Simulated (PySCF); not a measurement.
**Assigning NMR signals**

Geometry:
```
atom   x (Å)   y (Å)   z (Å)
  O1   0.341  -2.640   1.501
  P2   0.177  -1.616   0.466
  C3  -1.343  -0.612   0.586
  C4  -1.356   0.502  -0.451
  C5  -0.149   1.427  -0.308
  C6   1.168   0.727  -0.632
  C7   1.498  -0.359   0.383
  H8   0.128  -2.120  -0.837
  H9  -1.363  -0.208   1.604
 H10  -2.205  -1.276   0.480
 H11  -2.274   1.085  -0.343
 H12  -1.356   0.064  -1.452
 H13  -0.273   2.275  -0.985
 H14  -0.111   1.817   0.712
 H15   1.976   1.463  -0.648
 H16   1.104   0.283  -1.628
 H17   2.440  -0.862   0.147
 H18   1.591   0.054   1.392
```

Single conformer, relativity neglected, in vacuum, fast rotation and ring inversion assumed for equivalent nuclei. σ from GIAO-PBE0/pcSseg-1; geometry from GFN2-xTB; PySCF 2.14.

δ = σ(ref) − σ, references computed at the same level: TMS for ¹³C and ¹H.

Task: Assign these signals to the numbered atoms. ¹³C{¹H} NMR (computed): δ 34.3 (CH2), 30.9 (CH2), 26.1 (CH2).

Result: 
| δ (ppm) | atoms | environment | reason |
| --- | --- | --- | --- |
| 34.3 | C3/C7 | sp3 CH2 bonded to P | – |
| 30.9 | C5 | sp3 CH2 in a ring | a saturated carbon with 2 carbon neighbours and no heteroatom attached |
| 26.1 | C4/C6 | sp3 CH2 in a ring | – |

Task: Assign these signals to the numbered atoms. ¹H NMR (500 MHz, computed): δ 7.13 (m, 1H), 2.15 (m, 2H), 1.98 (m, 2H), 1.66 (m, 1H), 1.64 (m, 2H), 1.19 (m, 2H), 0.97 (m, 1H).

Result: 
7.13 → H8, hydrogen on a phosphorus bonded to 2 C, O, in a 6-membered ring
2.15 → H10/H17, hydrogen on an sp3 CH2 bonded to P
1.98 → H11/H15, hydrogen on an sp3 CH2 in a ring
1.66 → H13, hydrogen on an sp3 CH2 in a ring: far from electronegative atoms and π systems
1.64 → H9/H18, hydrogen on an sp3 CH2 bonded to P
1.19 → H12/H16, hydrogen on an sp3 CH2 in a ring
0.97 → H14, hydrogen on an sp3 CH2 in a ring: far from electronegative atoms and π systems

H13 and H9/H18 lie closer than the usual error of such a calculation, so a measured spectrum could show them in the other order.

Splittings by ³¹P in the carbon and heteronuclear signals aren't shown, as no couplings were computed. Shifts are as computed. Against solution values, carbons near 30 ppm lie about +3 ppm off and those near 130 ppm about +5 ppm. Of 1211 compounds with measured shifts, 218 miss one by over three times the rms of a fit or turn the order of signals round; such compounds aren't used in these exercises. No couplings were computed; multiplicities are counted from neighbouring protons, with m where these are inequivalent, close in shift, in a saturated or five-membered ring or joined by F or P, and br s for small geminal =CH2 splittings.
